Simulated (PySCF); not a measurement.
A species of formula C9H14 has this rotational fingerprint, computed with PBE0-D3(BJ)/def2-SVP geometry optimisation, gas phase in PySCF 2.14.0:

| Item | Value |
| --- | --- |
| Rotational constants | A = 3218, B = 1140, C = 958.8 MHz |
| Dipole components | \|μa\| = 0.33 D, \|μb\| = 0.09 D, \|μc\| = 0.05 D |
| Inertial defect | -73.46 u·Å² |
| κ | -0.84 |

Question: Which candidate fits, each taken in the one conformer that was computed?
A. `[CH2:1]=[CH:2][C@@H:3]1[CH2:4][C@H:5]2[CH2:6][C@@:7]2([CH3:8])[CH2:9]1` with C1–C2–C3–C4 127°, C2–C3–C4–C5 -159°, C3–C4–C5–C6 -45°, C4–C5–C6–C7 96°, C5–C6–C7–C8 113°
B. `[CH3:1][CH2:2][CH2:3][C:4]1=[CH:5][CH:6]=[CH:7][CH2:8][CH2:9]1` with C1–C2–C3–C4 64°, C2–C3–C4–C5 -112°, C4–C5–C6–C7 -15°, C6–C7–C8–C9 31°, C7–C8–C9–C4 -45°, C3–C4–C9–C8 -152°
C. `[CH3:1]/[C:2]1=[CH:3]/[CH2:4][CH2:5]/[CH:6]=[CH:7]\[CH2:8][CH2:9]1` with C2–C3–C4–C5 -75°, C3–C4–C5–C6 98°, C4–C5–C6–C7 -66°, C6–C7–C8–C9 67°
D. tetramethylcyclopentadiene, `CC1=C(C)C(C)=C(C)C1`

Answer: A. It is C=C[C@@H]1C[C@H]2C[C@@]2(C)C1, an asymmetric top, point group C1. The candidates at the same level (rigid rotor, commonest isotopes):

```json
{"SMILES": "C/C1=C/CC/C=C\\CC1", "A (MHz)": "2428", "B (MHz)": "1404", "C (MHz)": "984.8", "μa (D)": "0.21", "μb (D)": "0.17", "μc (D)": "0.05", "Δ (u·Å²)": "-55.00", "point group": "C1", "rotor": "asymmetric top"}
{"SMILES": "CC1=C(C)C(C)=C(C)C1", "A (MHz)": "2209", "B (MHz)": "1456", "C (MHz)": "902.0", "μa (D)": "0.00", "μb (D)": "0.17", "μc (D)": "0.00", "Δ (u·Å²)": "-15.72", "point group": "C2v", "rotor": "asymmetric top"}
{"SMILES": "CCCC1=CC=CCC1", "A (MHz)": "2970", "B (MHz)": "1019", "C (MHz)": "950.8", "μa (D)": "0.35", "μb (D)": "0.54", "μc (D)": "0.06", "Δ (u·Å²)": "-134.61", "point group": "C1", "rotor": "near-prolate asymmetric top"}
{"SMILES": "C=C[C@@H]1C[C@H]2C[C@@]2(C)C1", "A (MHz)": "3218", "B (MHz)": "1140", "C (MHz)": "958.8", "μa (D)": "0.33", "μb (D)": "0.09", "μc (D)": "0.05", "Δ (u·Å²)": "-73.46", "point group": "C1", "rotor": "asymmetric top"}
```

`CCCC1=CC=CCC1` has B 11 % too low; `CC1=C(C)C(C)=C(C)C1` has A 31 % too low; `C/C1=C/CC/C=C\CC1` has A 25 % too low. No structure here is proved a minimum.
